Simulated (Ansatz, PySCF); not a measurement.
The molecule TePb, closed-shell singlet (the spin of the measured ground state). No spin–orbit coupling.

Seven points along R, fitted to fifth degree in 1/R; most abundant isotopes. Runs in def2 and cc sets follow the lowest solution found near the PBE0 minimum. The singlet is held restricted.

Correlated levels freeze the inner cores; with def2 sets outer-core shells near the valence are correlated too. CBS: X⁻³ extrapolation of the correlation energy, Hartree–Fock from the larger set. Rows in LANL2DZ carry no dispersion term and start afresh at each structure. LANL2DZ brings its own core potentials from Na on.

The values were computed with Ansatz (Gaussian basis) for Hartree–Fock, density functionals and correlated methods; PySCF for LANL2DZ rows. Each number belongs to the level named beside it. In def2 rows elements past Kr take small-core potentials, without spin–orbit coupling.

**Question.** What bond length and harmonic frequency does B3LYP/LANL2DZ give?

**Answer.** r_e = 2.636 Å, ω_e = 206 cm⁻¹.

**Question.** What bond length and harmonic frequency does PBE0/def2-TZVPP give, and what D_e (from each atom's lowest state at the same level)?

**Answer.** r_e = 2.590 Å, ω_e = 227 cm⁻¹, D_e = 3.81 eV.

**Question.** What bond length and harmonic frequency does CCSD(T)/CBS(def2-TZVPP, def2-QZVPP) give, and what D_e (from each atom's lowest state at the same level)?

**Answer.** r_e = 2.588 Å, ω_e = 225 cm⁻¹, D_e = 4.12 eV.

Measured for the ground state: r_e 2.595 Å [microwave values compiled in ACS Omega 2, 8373 (2017)]. ω_e 211.96 cm-1, ω_e x_e 0.43 cm-1, B_e 0.031308 cm-1, α_e 6.7433e-05 cm-1 [Huber and Herzberg (1979), NIST Chemistry WebBook]. D_0 2.55 ± 0.11 eV (a handbook's tabulated 298 K bond energy less 3RT/2; such tables hold older values) [Luo, bond dissociation energies, CRC Handbook]. dipole 2.73 D [compilation of Liu, Meijer and Pérez-Ríos].

Doubts at one or more of the structures used: a restricted determinant that unrestricted orbitals would lower (CCSD(T)/CBS(def2-TZVPP, def2-QZVPP)).

Ansatz is a quantum-chemistry and plane-wave program.
